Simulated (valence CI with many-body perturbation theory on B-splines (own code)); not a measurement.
## From CI to CI+MBPT in Pt5+

Computed by configuration interaction combined with many-body perturbation theory (CI+MBPT): five valence electrons over a frozen Dirac-Fock core [Xe] 4f14, radial functions for each j: 7 s, 7 p, 8 d, 6 f, 4 g, 1 h, with the one-electron correlation potential Σ1 (screened to all orders), the two-electron term Σ2, the three-electron term Σ3, Breit, model QED; selected single and double excitations, second order for the rest, scaled by the run's own slope (own B-spline code, finite nucleus).

No measured levels were compared; by estimate terms of the open shell hold to 2 to 4 % of their energy, and close levels can change places; different configurations can be misplaced against each other by 1,000 to 8,000 cm⁻¹. Core correlation moves these levels by up to 14000 cm⁻¹, and in measured spectra 5 to 20 % of such shifts remained as error; rates that hang on mixing are uncertain with them. Among the levels kept, up to 1100 cm⁻¹ of a level comes from second order outside the variational space, and about a tenth of that is noise between levels of different J, which matters for small intervals. Only levels of the ground parity were solved; by the run's estimate the other parity begins above the list, which can be wrong where configurations are misplaced.

Each rung adds one term. CI alone is the Dirac-Coulomb CI over the frozen core; QED comes last and gives the full result, which names the levels. Energies are above (5d3/2^3 5d5/2^2) J=5/2 [a] on the same rung, in cm⁻¹.

Levels are named by their leading jj configuration (3d3/2^4 stands for four electrons in 3d with j = 3/2), which in mixed levels can hold well under half, so a name can repeat and another be missing. Letters in brackets count levels of one name in rising energy.

```
                      Level  CI alone   + Σ1   + Σ2   + Σ3  + Breit   Full
      (5d3/2^4 5d5/2) J=5/2     18587  18306  18164  17958    18120  18099
(5d3/2^3 5d5/2^2) J=7/2 [a]     25216  25473  24985  24838    24825  24830
    (5d3/2^3 5d5/2^2) J=3/2     25314  25546  26055  25870    25906  25908
   (5d3/2^3 5d5/2^2) J=11/2     26987  27381  26694  26495    26438  26445
(5d3/2^3 5d5/2^2) J=5/2 [b]     26894  27409  27450  27286    27212  27229
    (5d3/2^3 5d5/2^2) J=9/2     28079  28595  28012  27860    27761  27777
    (5d3/2^3 5d5/2^2) J=1/2     28678  29152  30115  29961    29926  29940
(5d3/2^2 5d5/2^3) J=7/2 [a]     33457  34240  34108  34016    33858  33887
(5d3/2^3 5d5/2^2) J=5/2 [c]     34668  35317  36047  35948    35848  35871
   (5d3/2^2 5d5/2^3) J=11/2     39545  40404  39456  39160    38993  39019
(5d3/2^2 5d5/2^3) J=1/2 [a]     37602  38691  39507  39391    39180  39223
(5d3/2^3 5d5/2^2) J=7/2 [b]     40353  40864  40829  40440    40396  40407
(5d3/2^2 5d5/2^3) J=3/2 [a]     38464  39454  40772  40657    40454  40496
(5d3/2^2 5d5/2^3) J=9/2 [a]     42166  42934  42647  42450    42326  42349
(5d3/2^2 5d5/2^3) J=3/2 [b]     41170  41998  43208  42954    42836  42863
   (5d3/2^2 5d5/2^3) J=13/2     43757  44836  43728  43417    43175  43209
(5d3/2^2 5d5/2^3) J=5/2 [a]     43396  44493  45206  45096    44906  44944
(5d3/2^2 5d5/2^3) J=9/2 [b]     49386  50488  51076  50746    50530  50568
(5d3/2^2 5d5/2^3) J=5/2 [b]     48723  50097  51423  51147    50845  50902
```

(1) How does the ionisation energy move along the ladder, and which term matters most?

Answers

(1) CI alone 72.789, + Σ1 74.057, + Σ2 75.166, + Σ3 75.138, + Breit 75.182, + QED 75.185 eV. The largest step is Σ1, 1.268 eV. NIST lists 75 ± 2 eV (theoretical).
